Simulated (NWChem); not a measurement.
System: SnHI, singlet; SMILES [I][SnH]

```xyz
3

Sn    -0.0253     1.3972     0.0000
H      1.7574     1.4877     0.0000
I     -0.0093    -1.3462     0.0000
```
Atoms are numbered in this order, from 1.

Results from NWChem. Low-valent species are run as closed-shell singlets; no triplet was tried in these runs. Coordinates come from a PBE0/def2-SVP optimisation. def2 effective core potentials on Sn, I; no spin-orbit coupling. Vertical excitations in the gas phase; the lowest state need not have the same character in each row.

```
level                 lowest excitation, singlet (eV)  oscillator strength of that lowest state  lowest state with f > 0.02, singlet (eV)  oscillator strength of that bright state  lowest triplet (eV)  orbital gap (eV)
--------------------  -------------------------------  ----------------------------------------  ----------------------------------------  ----------------------------------------  -------------------  ----------------
PBE/def2-SVPD, TDA                               2.13                                     0.004                                      3.50                                     0.039                 1.63              1.89
B3LYP/def2-SVPD, TDA                              [?]                                     0.006                                       [?]                                     0.034                 1.73               [?]
PBE0/def2-SVPD, TDA                              2.43                                     0.009                                      3.78                                     0.030                 1.70              3.56
```

Task: Some entries are withheld; supply them.

Result: 
- B3LYP/def2-SVPD, TDA, lowest excitation, singlet (eV): 2.33
- B3LYP/def2-SVPD, TDA, lowest state with f > 0.02, singlet (eV): 3.65
- B3LYP/def2-SVPD, TDA, orbital gap (eV): 3.17
